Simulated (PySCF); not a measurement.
Compound: C5H7O2P.
Cartesian coordinates in Å at the PBE0-D3(BJ)/def2-SVP level; atoms count from 1:
```xyz
15
C5H7O2P angstrom
C     -0.123    2.892    0.904
C     -0.230    1.811    0.359
P     -0.292    0.242   -0.473
C     -1.968   -0.354   -0.176
O      0.208    0.254   -1.881
C      0.770   -0.815    0.679
C      2.206   -0.913    0.275
O      0.263   -1.363    1.623
H     -0.033    3.850    1.384
H     -2.069   -1.332   -0.668
H     -2.688    0.351   -0.614
H     -2.134   -0.460    0.904
H      2.745   -1.603    0.936
H      2.263   -1.232   -0.777
H      2.663    0.090    0.314
```

The closed-shell ground state was solved at several levels (PySCF, density fitting, gas phase, non-relativistic).

| level | basis functions | total energy (Eh) | HOMO (eV) | LUMO (eV) | gap (eV) | dipole (D) |
| --- | --- | --- | --- | --- | --- | --- |
| B97-2/pcSseg-1 | 178 | -686.3344 | -6.93 | -1.80 | 5.13 | 2.30 |
| PBE0/def2-SVPD | 226 | -685.6229 | -7.27 | -1.88 | 5.39 | 2.38 |

(1) Estimate the row for PBE0/pcSseg-1, a basis of 178 functions; the other rows only guide the guess.

(2) Over all these levels, which gives the widest orbital gap and which the narrowest?

(3) How far do the dipole and the HOMO energy spread over the levels?

Results:

(1) Total energy -685.9128 Eh, HOMO -7.19 eV, LUMO -1.74 eV, gap 5.45 eV, dipole 2.32 D.

(2) PBE0/pcSseg-1 (global hybrid, 25 % exact exchange) has the widest, 5.45 eV, and B97-2/pcSseg-1 (global hybrid, 21 % exact exchange) the narrowest, 5.13 eV. The two share the basis. From the narrowest to the widest the HOMO moves by -0.26 eV and the LUMO by +0.06 eV.

(3) The dipole runs from 2.30 to 2.38 D (mean 2.33 D) and the HOMO from -7.27 to -6.93 eV.

One conformer stands for the species.
